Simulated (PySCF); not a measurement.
## How methods differ on the ionisation energy of Sm⁶¹⁺

Sm⁶¹⁺ 1s1 (2S) → Sm⁶²⁺ (bare nucleus), as a difference of total energies. All numbers are calculated (PySCF 2.14, the non-relativistic Hamiltonian (point nucleus), in an uncontracted even-tempered set (15 s from 150 bohr⁻², ratio 2.2; 7 p from 230 bohr⁻², ratio 2.4; 4 d from 690 bohr⁻², ratio 2.4; 3 f from 1000 bohr⁻², ratio 2.4; 3 g from 1500 bohr⁻², ratio 2.4)). The calculations carry no spin-orbit coupling.

```
method  ionisation energy (eV)  difference from reference (eV)
   UHF                 52300.3                         -2914.0
   LDA                 52227.4                         -2986.9
   PBE                 52289.4                         -2924.9
  PBE0                 52292.1                         -2922.2
r2SCAN                 52300.3                         -2914.0
 B97-3                 52295.8                         -2918.5
  BLYP                 52295.6                         -2918.7
```

Reference: 55214.3 ± 0.05 eV (theoretical estimate listed by NIST; NIST Atomic Spectra Database, ionization energies).

The gap to the reference is mostly relativistic.
